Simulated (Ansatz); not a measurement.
Coupled-cluster run, CH$_{6}$F$_{2}$GeSi, SMILES `[CH3][GeH]([F])[SiH2]F`.

```yaml
crystal:
  periodic: [false, false, false]
  atoms:
    - {symbol: C, position_ang: [-1.141426, 1.188866, -0.748986]}
    - {symbol: Ge, position_ang: [0.341940, -0.065044, -0.757304]}
    - {symbol: F, position_ang: [1.779699, 0.893596, -1.064038]}
    - {symbol: Si, position_ang: [0.728745, -1.179958, 1.326955]}
    - {symbol: F, position_ang: [0.438568, -0.149504, 2.523506]}
    - {symbol: H, position_ang: [-2.085991, 0.654778, -0.629985]}
    - {symbol: H, position_ang: [-1.027858, 1.893773, 0.074625]}
    - {symbol: H, position_ang: [-1.160551, 1.737164, -1.691436]}
    - {symbol: H, position_ang: [0.262458, -1.050945, -1.942482]}
    - {symbol: H, position_ang: [2.130716, -1.650486, 1.444119]}
    - {symbol: H, position_ang: [-0.201001, -2.329340, 1.485525]}
basis:
  gaussian: {orbitals: def2-TZVPP}
correlation: {method: ccsd_t}
```

```sh
$ ansatz run in.yaml --threads 2 --pin off --events-out ev --progress --plain --max-ram 22528MiB --backend cuda --devices 0, --max-vram 18GiB
```

Output of Ansatz, abridged:

```
Functional definition: HF
1616 factors; integrals over basis functions are off by at most 9.1e-4 eV
mean field evaluation 1: about -70874.7976 eV, gradient 4.5e1 eV
mean field evaluation 2: about -70874.9868 eV, gradient 4.6e1 eV
mean field evaluation 4: about -70879.2843 eV, gradient 3.8e0 eV
mean field evaluation 8: about -70879.3553 eV, gradient 3.2e-1 eV
mean field evaluation 16: about -70879.3556 eV, gradient 1.2e-6 eV
mean field -70879.35561523 eV, -2604.7682751071 hartree, gradient 1.2e-6 eV, S^2 0.000000; 0 other end points of the search recorded, 0 dependent functions left out
17 core orbitals not correlated: weight in the atoms' cores, before any rotation towards them, 1.000 or more for the frozen orbitals, at most 0.000 for the correlated occupied ones
reference -70879.35561523 eV, -2604.7682751071 hartree; 21, 21 occupied and 229, 229 virtual orbitals, 1616 factors
second order -28.70062743 eV of doubles, -0.00000000 eV of singles
cycle   1  -28.76760972 eV  change   -6.7e-2 eV  update   1.2e-1
cycle   2  -29.48522263 eV  change   -7.2e-1 eV  update   3.6e-2
cycle   3  -29.64220655 eV  change   -1.6e-1 eV  update   1.8e-2
cycle   4  -29.62627177 eV  change    1.6e-2 eV  update   3.9e-3
cycle   5  -29.62318224 eV  change    3.1e-3 eV  update   1.6e-3
cycle   6  -29.62420982 eV  change   -1.0e-3 eV  update   4.8e-4
cycle   7  -29.62407989 eV  change    1.3e-4 eV  update   1.7e-4
cycle   8  -29.62396228 eV  change    1.2e-4 eV  update   5.6e-5
cycle   9  -29.62397349 eV  change   -1.1e-5 eV  update   2.1e-5
perturbative correction -0.95665241 eV, -0.0351563275 hartree
Total energy: -70909.93624114 eV, -2605.8920923807 hartree
```

Run time 7 s (2 threads of an AMD EPYC 7R13 on a shared host and a share of an NVIDIA H100 80 GB); peak host memory 0.86 GiB.

MP2 recovers 93.9 % of the CCSD(T) correlation energy and the triples give 3.1 %; T1 = 0.0117.
